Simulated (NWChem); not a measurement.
Everything below was run with NWChem. System: hexachlorodisilane (Cl6Si2), charge 0, spin multiplicity 1, at a geometry optimised with PBE/def2-SVP. Level: LDA (SVWN5)/def2-SVP.

Part of the output:

```
             Northwest Computational Chemistry Package (NWChem) 7.3.0
             --------------------------------------------------------

                                NWChem Input Module
                                -------------------

 Scaling coordinates for geometry "geometry" by  1.889725989
 (inverse scale =  0.529177249)

 Turning off AUTOSYM since
 SYMMETRY directive was detected!

                             Geometry "geometry" -> ""
                             -------------------------

 Output coordinates in angstroms (scale by  1.889725989 to convert to a.u.)

  No.       Tag          Charge          X              Y              Z
 ---- ---------------- ---------- -------------- -------------- --------------
    1 Cl                  17.0000    -1.83764500    -1.02248900     1.68676700
    2 Si                  14.0000    -1.17275200    -0.03082500     0.00000000
    3 Cl                  17.0000    -1.91441300     1.89806900     0.00000000
    4 Cl                  17.0000    -1.83764500    -1.02248900    -1.68676700
    5 Si                  14.0000     1.17275200     0.03082500     0.00000000
    6 Cl                  17.0000     1.83764500     1.02248900     1.68676700
    7 Cl                  17.0000     1.91441300    -1.89806900     0.00000000
    8 Cl                  17.0000     1.83764500     1.02248900    -1.68676700

 Effective nuclear repulsion energy (a.u.)    1194.5716950131

            Nuclear Dipole moment (a.u.)
            ----------------------------
        X                 Y               Z
 ---------------- ---------------- ----------------
     0.0000000000     0.0000000000     0.0000000000

      Symmetry information
      --------------------

 Group name             C2h
 Group number             21
 Group order               4
 No. of unique centers     3

      Symmetry unique atoms

     1    2    3


 Summary of "ao basis" -> "" (spherical)
 ------------------------------------------------------------------------------
       Tag                 Description            Shells   Functions and Types
 ---------------- ------------------------------  ------  ---------------------
 *                          def2-svp                  on all atoms

                                 NWChem DFT Module
                                 -----------------

 Summary of "ao basis" -> "ao basis" (spherical)
 ------------------------------------------------------------------------------
[...]
 Vector   64  Occ=2.000000D+00  E=-2.937745D-01  Symmetry=bg
              MO Center= -3.2D-16,  3.6D-15,  4.1D-15, r^2= 8.4D+00
   Bfn.  Coefficient  Atom+Function         Bfn.  Coefficient  Atom+Function
  ----- ------------  ---------------      ----- ------------  ---------------
    49      0.269881  3 Cl pz               121     -0.269881  7 Cl pz
    12     -0.233640  1 Cl py                66      0.233640  4 Cl py
   102     -0.233640  6 Cl py               138      0.233640  8 Cl py
    46      0.207164  3 Cl pz               118     -0.207164  7 Cl pz
     9     -0.179345  1 Cl py                63      0.179345  4 Cl py

 Vector   65  Occ=2.000000D+00  E=-2.759626D-01  Symmetry=ag
              MO Center= -2.2D-15, -1.9D-15,  2.6D-15, r^2= 6.4D+00
   Bfn.  Coefficient  Atom+Function         Bfn.  Coefficient  Atom+Function
  ----- ------------  ---------------      ----- ------------  ---------------
    47      0.241114  3 Cl px               119     -0.241114  7 Cl px
    11      0.238185  1 Cl px                65      0.238185  4 Cl px
   101     -0.238185  6 Cl px               137     -0.238185  8 Cl px
    21     -0.216728  2 Si s                 75     -0.216728  5 Si s
    26     -0.202098  2 Si px                80      0.202098  5 Si px

 Vector   66  Occ=0.000000D+00  E=-7.679418D-02  Symmetry=bu
              MO Center=  6.4D-14,  2.5D-15, -2.7D-14, r^2= 6.0D+00
   Bfn.  Coefficient  Atom+Function         Bfn.  Coefficient  Atom+Function
  ----- ------------  ---------------      ----- ------------  ---------------
    21      0.757036  2 Si s                 75     -0.757036  5 Si s
    22      0.523640  2 Si s                 76     -0.523640  5 Si s
    20      0.347121  2 Si s                 74     -0.347121  5 Si s
    48      0.286608  3 Cl py               120      0.286608  7 Cl py
    13      0.250666  1 Cl pz                67     -0.250666  4 Cl pz

 Vector   67  Occ=0.000000D+00  E=-7.247380D-02  Symmetry=bu
              MO Center=  6.0D-14,  2.4D-14, -3.4D-16, r^2= 4.6D+00
   Bfn.  Coefficient  Atom+Function         Bfn.  Coefficient  Atom+Function
  ----- ------------  ---------------      ----- ------------  ---------------
    30      0.582874  2 Si py                84      0.582874  5 Si py
    27      0.259708  2 Si py                81      0.259708  5 Si py
    40     -0.253688  3 Cl s                112      0.253688  7 Cl s
    47     -0.219421  3 Cl px               119     -0.219421  7 Cl px
    48      0.215540  3 Cl py               120      0.215540  7 Cl py

 Vector   68  Occ=0.000000D+00  E=-7.247262D-02  Symmetry=au
              MO Center=  6.7D-14, -2.4D-14, -3.8D-15, r^2= 4.6D+00
   Bfn.  Coefficient  Atom+Function         Bfn.  Coefficient  Atom+Function
  ----- ------------  ---------------      ----- ------------  ---------------
    31      0.583078  2 Si pz                85      0.583078  5 Si pz
    28      0.259797  2 Si pz                82      0.259797  5 Si pz
     4     -0.219723  1 Cl s                 58      0.219723  4 Cl s
    94     -0.219723  6 Cl s                130      0.219723  8 Cl s
    49     -0.189959  3 Cl pz               121     -0.189959  7 Cl pz

 center of mass
 --------------
 x =   0.00000000 y =   0.00000000 z =   0.00000000

 moments of inertia (a.u.)
 ------------------
        2843.366723480204         -38.256416992247           0.000000000000
         -38.256416992247        4298.125402216750           0.000000000000
           0.000000000000           0.000000000000        4299.131355717254

     Multipole analysis of the density
     ---------------------------------

     L   x y z        total         alpha         beta         nuclear
     -   - - -        -----         -----         ----         -------
     0   0 0 0     -0.000000    -65.000000    -65.000000    130.000000

     1   1 0 0      0.000000      0.000000      0.000000      0.000000
     1   0 1 0      0.000000      0.000000      0.000000      0.000000
     1   0 0 1      0.000000      0.000000      0.000000      0.000000

     2   2 0 0    -74.668060   -738.603226   -738.603226   1402.538393
     2   1 1 0     -0.021370     -9.361327     -9.361327     18.701284
     2   1 0 1      0.000000      0.000000      0.000000      0.000000
     2   0 2 0    -73.847406   -382.620837   -382.620837    691.394268
     2   0 1 1     -0.000000     -0.000000     -0.000000      0.000000
     2   0 0 2    -73.846609   -382.374564   -382.374564    690.902519

 Task  times  cpu:        1.8s     wall:        1.8s

 Total times  cpu:        1.8s     wall:        1.8s
```

Q: Write an NWChem input that would produce this output.

A: Several could match; the one computed here: 
```
start mol
memory heap 200 mb stack 900 mb global 1100 mb
geometry units angstroms nocenter noautoz
  Cl    -1.837645    -1.022489     1.686767
  Si    -1.172752    -0.030825     0.000000
  Cl    -1.914413     1.898069     0.000000
  Cl    -1.837645    -1.022489    -1.686767
  Si     1.172752     0.030825     0.000000
  Cl     1.837645     1.022489     1.686767
  Cl     1.914413    -1.898069     0.000000
  Cl     1.837645     1.022489    -1.686767
  symmetry group C2h
end
basis spherical
  * library def2-svp
end
dft
  xc slater vwn_5
  semidirect memsize 60000000 filesize 0
  iterations 100
end
task dft energy
```
